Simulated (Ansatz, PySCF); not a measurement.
BH₃, SMILES B.

Geometry optimised at B3LYP-D3(BJ)/def2-TZVPD. The isomer is the one that the SMILES or the coordinates give; other isomers of the formula were not compared.

Vertical ionisation energy (IE) and electron affinity (EA) in eV. Rows of orbital energies are one-electron estimates. Where ΔSCF, EOM or ADC give a negative EA the extra electron is unbound and the value depends on the basis.

| level | IE | EA |
|---|---|---|
| −ε(HOMO), −ε(LUMO), HF/def2-TZVPD (PySCF) | 13.57 | -1.32 |
| −ε(HOMO), −ε(LUMO), PBE0/def2-TZVPD (PySCF) | 9.93 | 1.95 |
| −ε(HOMO), −ε(LUMO), PBE/def2-TZVPD (PySCF) | 8.48 | 3.05 |
| EOM-CCSD/aug-cc-pVDZ (PySCF) | 13.18 | -0.16 |
| ADC(2)/aug-cc-pVDZ (PySCF) | 13.07 | -0.18 |
| ΔSCF, ωB97X-V/def2-TZVPD (Ansatz), final states of multiplicity 2 and 2 | 13.20 | -0.35 |
| ΔSCF, PBE/def2-TZVPD (Ansatz), final states of multiplicity 2 and 2 | 12.90 | -0.01 |

Problem. What vertical singlet–triplet gap does ΔSCF give with ωB97X-V/def2-TZVPD (Ansatz, an electronic-structure program) and with PBE/def2-TZVPD (Ansatz)? (An estimate is asked for; the answer gives what the named calculation found.)

Solution. 5.51 and 4.88 eV (triplet above singlet where positive).

Computed lowest 1s main lines (those of the lightest heavy element) from CVS-ADC(2)-x/aug-cc-pVDZ (PySCF, non-relativistic), with pole strengths:
198.9 eV (1.58).

Problem. Beyond the first one, list the lowest photoelectron lines from ADC(2)/aug-cc-pVDZ in PySCF with their pole strengths (two spins summed). (The exact figures need the calculation; the answer reports its results.)

Solution. 18.31 eV (1.85).
